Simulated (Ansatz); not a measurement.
`C[Si@H]1C[Si@@H]1[SiH3]` → `[SiH3]C=C([SiH3])[SiH3]`  (isomerisation)

Isolated molecules relaxed with PBE0-D4/def2-TZVP in Ansatz; ΔE leaves out vibrations. CBS: MP2 limit from def2 TZ/QZ plus the TZ coupled-cluster correction, frozen cores. DFT in def2-TZVPP. B3LYP here is the variant with VWN-RPA as its local correlation; programs differ in this.

`C[Si@H]1C[Si@@H]1[SiH3]`:

Cartesian coordinates in Å:
```
C 1.548 1.225 0.298
Si 0.639 -0.386 0.129
C -0.119 -1.185 1.578
Si -1.772 -0.561 0.744
Si -1.230 -0.169 -1.638
H 2.582 1.041 0.599
H 1.067 1.849 1.053
H 1.555 1.766 -0.650
H 1.247 -1.334 -0.840
H 0.046 -0.704 2.539
H -0.047 -2.268 1.637
H -1.553 0.908 1.084
H -1.423 -1.455 -2.356
H -2.407 0.728 -1.798
H -0.132 0.544 -2.380
```

`[SiH3]C=C([SiH3])[SiH3]`:

Z-matrix (Å, degrees):
```
Si
C 1 1.882
H 1 1.486 2 107.6
H 1 1.487 2 111.5 3 119.1
H 1 1.486 2 111.5 3 -119.1
C 2 1.345 1 128.2 3 -180.0
H 2 1.094 1 114.2 3 0.0
Si 6 1.870 2 122.7 1 -0.0
Si 6 1.872 2 118.8 1 180.0
H 8 1.487 6 109.8 2 120.6
H 8 1.487 6 110.7 2 -0.1
H 8 1.487 6 109.8 2 -120.8
H 9 1.488 6 110.5 2 -120.5
H 9 1.487 6 109.0 2 0.1
H 9 1.488 6 110.5 2 120.7
```

CCSD(T)/CBS gives -0.09 eV.

Question: Another level gave -0.19 eV. Which?
A. B3LYP-D4/def2-TZVPP
B. r2SCAN-D4/def2-TZVPP
C. ωB97X-V/def2-TZVPP
D. SCS-MP2/def2-TZVPP

Answer: A. B3LYP-D4 -0.19, r2SCAN-D4 0.23, SCS-MP2/def2-TZVPP -0.33, ωB97X-V -0.10 eV.

Largest T1 diagnostic among the species: 0.014.

In def2-TZVPP, CCSD(T) changes the Hartree–Fock value by +0.84 eV (the triples alone add +0.11 eV) and MP2 by +0.90 eV. From PBE to PBE0 (25 % exact exchange), in def2-TZVPP and without D4, ΔE moves by −0.10 eV.
